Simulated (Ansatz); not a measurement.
Molecule: AlCl, net charge 0, triplet state. This is an excited triplet: at this geometry the singlet lies 2.97 eV lower at CCSD(T)/CBS(aug-cc-pV(T+d)Z,aug-cc-pV(Q+d)Z). 
Structure (B3LYP-D3(BJ)/def2-TZVP (Ansatz, a quantum-chemistry and plane-wave program) minimum search):
SMILES: [Al][Cl]
```xyz
2

Al     0.0000     0.0000    -1.2044
Cl     0.0000     0.0000     0.9210
```
Charge 0, spin multiplicity 3.

Basis-set convergence of Hartree-Fock and MP2 correlation energies (hartree) with Ansatz. Correlated levels leave the core frozen unless marked. Open shells are spin-unrestricted. Spin-orbit coupling is left out. No relativistic terms.

```
basis            functions       E(HF)  E(corr, MP2)
---------------  ---------  ----------  ------------
aug-cc-pV(D+d)Z         64  -701.41381      -0.17328
aug-cc-pV(T+d)Z        110  -701.43525      -0.22177
aug-cc-pV(Q+d)Z        178  -701.44047      -0.24157
```

Extrapolating the two largest sets (X = 3 and 4) as X^-3: E(corr) = (64·(-0.24157) - 27·(-0.22177))/37 = -0.2560 Eh, an estimate of the basis-set limit. The largest set recovers 94.4 % of it, the smallest 67.7 %.
